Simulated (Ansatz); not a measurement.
Molecule: sum formula Si2H2Cl3, net charge 0, doublet state. It need not be the lowest isomer of its formula. 
Geometry from a B3LYP-D3(BJ)/def2-TZVP (Ansatz, a first-principles code) optimisation:
```
Si
Cl 1 2.0540
Cl 1 2.0540 2 108.76
Cl 1 2.0585 2 107.86 3 -116.75
Si 1 2.3189 2 109.64 4 -123.41
H 5 1.4828 1 111.78 2 -176.48
H 5 1.4829 6 111.46 1 125.92
```
Charge 0, spin multiplicity 2.

Total electronic energies in hartree. Correlated levels leave the core frozen unless marked. Open shells are spin-unrestricted. No spin-orbit coupling. Non-relativistic. Basis-set limits of correlation are two-point, X^-3; Hartree-Fock from the larger set.

```csv
level,program,energy (Eh)
revPBE/def2-TZVPD,Ansatz,-1960.58769
B3LYP/def2-TZVPD,Ansatz,-1961.04170
PBE0/STO-3G,Ansatz,-1938.51279
PBE0/def2-QZVPP,Ansatz,-1960.32693
BHLYP-D3(BJ)/def2-TZVPD,Ansatz + dftd3,-1960.98011
LC-wPBE-D3(BJ)/def2-TZVPD,Ansatz + dftd3,-1960.41190
B2GP-PLYP-D3(BJ)/def2-TZVPD,Ansatz + dftd3,-1960.11901
RPA@PBE/cc-pV(Q+d)Z,Ansatz,-1959.18456
"CCSD(T)/CBS(cc-pV(T+d)Z,cc-pV(Q+d)Z)",Ansatz,-1958.7859
```

Totals of different functionals don't rank their quality; only differences between species are comparable.
